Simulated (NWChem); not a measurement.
## Correlation energy of dimethyl selenide (C$_{2}$H$_{6}$Se)

```
Se
C 1 1.9408
H 2 1.0986 1 107.07
H 2 1.0991 3 108.92 1 119.97
H 2 1.0991 3 108.92 4 120.06
C 1 1.9408 2 97.25 3 180.00
H 6 1.0986 1 107.07 2 180.00
H 6 1.0991 7 108.92 1 -119.97
H 6 1.0991 7 108.92 8 -120.06
```
Charge 0, spin multiplicity 1.

Everything below was run with NWChem. Structure: optimised with PBE0/def2-SVP, a minimum by its harmonic frequencies.

Basis set: def2-SVP. Each correlation energy counts from its own Hartree-Fock reference.

The Hamiltonian is non-relativistic. The correlated methods keep 11 core orbitals frozen. Coupled-cluster values serve here as a point of comparison, not as the truth.

Q: Order these methods by the correlation energy they give, lowest first: CCSD(T), CR-CCSD[T], SCS-MP2, MP2, CCSD.

A: CCSD(T) (-583.2 mHa), CR-CCSD[T] (-579.9 mHa), CCSD (-567.5 mHa), MP2 (-532.0 mHa), SCS-MP2 (-520.4 mHa)
